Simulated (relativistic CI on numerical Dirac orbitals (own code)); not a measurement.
Charge states of ruthenium

Method of calculation: Dirac-Coulomb-Breit CI, separate exchange-only KLI orbitals for each configuration, model QED, valence Slater integrals scaled by 0.9 (own radial code, finite nucleus).

Each species is treated in one configuration, given outside its closed core. Radial values are for the open shell of highest l, unscaled and averaged over j; ζ includes the Breit term. Labels give the leading LS character, summed over repeated terms.

| Ion | Configuration | Its lowest level | LS weight (%) | g_J | g√(J(J+1)) | ⟨r⟩ (bohr) | ⟨r²⟩ (bohr²) | Next level | E (cm⁻¹) |
| --- | --- | --- | --- | --- | --- | --- | --- | --- | --- |
| Ru24+ | 3d² | ³F2 | 90 | 0.700 | 1.71 | 0.3272 | 0.1246 | ³F3 | 36701 |
| Ru25+ | 3d | ²D3/2 | 100 | 0.796 | 1.54 | 0.3224 | 0.1207 | ²D5/2 | 47420 |
| Ru26+ | 3s²3p⁶ | ¹S0 | 100 |  | 0.00 |  |  |  |  |
| Ru27+ | 3s²3p⁵ | ²P°3/2 | 100 | 1.330 | 2.58 | 0.3519 | 0.1428 | ²P°1/2 | 236590 |
| Ru28+ | 3s²3p⁴ | ³P2 | 76 | 1.379 | 3.38 | 0.3487 | 0.1402 | ¹S0 | 73598 |
| Ru29+ | 3s²3p³ | J = 3/2 (mixed) | 42 | 1.500 | 2.91 | 0.3456 | 0.1377 | ²D°3/2 | 200800 |
| Ru30+ | 3s²3p² | ³P0 | 78 |  | 0.00 | 0.3425 | 0.1352 | ³P1 | 209490 |
| Ru31+ | 3s²3p | ²P°1/2 | 100 | 0.661 | 0.57 | 0.3395 | 0.1329 | ²P°3/2 | 257630 |
| Ru32+ | 3s² | ¹S0 | 100 |  | 0.00 |  |  |  |  |
| Ru33+ | 3s | ²S1/2 | 100 | 1.997 | 1.73 | 0.3454 | 0.1357 |  |  |
| Ru34+ | 2s²2p⁶ | ¹S0 | 100 |  | 0.00 |  |  |  |  |
| Ru35+ | 2s²2p⁵ | ²P°3/2 | 100 | 1.322 | 2.56 | 0.1225 | 0.0182 | ²P°1/2 | 1.0894e+06 |
| Ru36+ | 2s²2p⁴ | ³P2 | 73 | 1.354 | 3.32 | 0.1212 | 0.01781 | ¹S0 | 224470 |
| Ru37+ | 2s²2p³ | ? | ? | ? | ? | ? | ? | ? | ? |
| Ru38+ | 2s²2p² | ³P0 | 74 |  | 0.00 | 0.1188 | 0.01709 | ³P1 | 1.0407e+06 |
| Ru39+ | 2s²2p | ²P°1/2 | 100 | 0.650 | 0.56 | 0.1177 | 0.01675 | ²P°3/2 | 1.1967e+06 |
| Ru40+ | 2s² | ¹S0 | 100 |  | 0.00 |  |  |  |  |
| Ru41+ | 2s | ²S1/2 | 100 | 1.986 | 1.72 | 0.1351 | 0.02142 |  |  |
| Ru42+ | 1s² | ¹S0 | 100 |  | 0.00 |  |  |  |  |

Fill in the row of Ru37+.

Its lowest level J = 3/2 (mixed); LS weight (%) 43; g_J 1.410; g√(J(J+1)) 2.73; ⟨r⟩ (bohr) 0.12; ⟨r²⟩ (bohr²) 0.01744; Next level ⁴S°3/2; E (cm⁻¹) 995090.
